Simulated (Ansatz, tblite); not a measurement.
Cost and result up the ladder for InSn₂ (the lowest doublet isomer of a short search) (3 atoms). The state is a doublet with charge 0. Geometry: PBE-D4/def2-SVP.

```xyz
3

In   -0.279   -1.377    1.292
Sn    0.976    0.080   -1.536
Sn   -0.697    1.297    0.244
```

Ansatz on 4 threads of Arm Neoverse N1 on a shared host; xTB runs through tblite on one thread. Times are rough, summed over both states, and most runs start from the orbitals of an earlier one. RPA@PBE/def2-TZVP serves as the yardstick here, not as an exact answer. The other state is a quartet at its own geometry, which has other bonds, so the gap mixes isomer and spin.

In the def2 sets In, Sn take a core potential; there is no spin–orbit coupling. The xTB rows come from tblite. HSE06 is defined as in plane-wave codes, on full-range PBE exchange. Correlated methods freeze 12 core orbitals; core or outer-core shells of In, Sn are correlated, in sets that lack core-valence functions. HOMO above LUMO, or a gap near zero within one spin, warns that the state may not be the lowest or that an electron is smeared out. The structure comes from a short search, and lower isomers may exist.

Run but left out: HF/def2-SVP, HF/def2-TZVP, r2SCAN-D4/def2-TZVP, LC-ωPBE/def2-TZVP, B2PLYP/def2-TZVP, MP2/def2-SVP, MP2/def2-TZVP, CCSD/def2-SVP, CCSD(T)/def2-SVP (doublet: ⟨S²⟩ 1.11 to 2.23, where a pure state has 0.75).

Correlated methods converge slowly with the basis.

xTB has no spin-polarisation term.

| level | functions | wall time | quartet − doublet (eV) | difference from RPA@PBE/def2-TZVP (eV) | remarks |
| --- | --- | --- | --- | --- | --- |
| GFN1-xTB | 27 | 0.008 s | 1.36 | 1.05 | – |
| GFN2-xTB | 27 | 0.009 s | 1.09 | 0.78 | – |
| BLYP-D4/def2-TZVP | 150 | 15 s | 0.37 | 0.07 | gap within one spin near zero (quartet) |
| PBE-D4/def2-TZVP | 150 | 15 s | 0.26 | -0.05 | – |
| RPA@PBE/def2-TZVP | 150 | 22 s | 0.31 | 0.00 | – |
| PBE0-D4/def2-TZVP (with forces) | 150 | 30 s | 0.14 | -0.17 | spin-contaminated (⟨S²⟩ 0.87) (doublet) |
| HSE06-D4/def2-TZVP | 150 | 33 s | 0.14 | -0.17 | spin-contaminated (⟨S²⟩ 0.87) (doublet) |
| CAM-B3LYP-D4/def2-TZVP | 150 | 38 s | 0.17 | -0.14 | spin-contaminated (⟨S²⟩ 0.90) (doublet) |
